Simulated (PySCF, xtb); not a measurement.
Zn(Me)(GeH3) (CH₆GeZn), SMILES [GeH3][Zn][CH3].

GFN2-xTB (xtb) at its own geometry gives an orbital gap of 5.01 eV and a dipole moment of 2.42 D.

Geometry optimised at B3LYP-D3(BJ)/def2-SVP. The structure was generated by enumeration; whether it is a known compound was not checked.

Q: What does PBE/def2-TZVPD (PySCF) give? (The exact figures need the calculation; the answer reports its results.)

A: gap 4.56 eV (levels -6.02 and -1.46 eV), dipole 1.12 D.
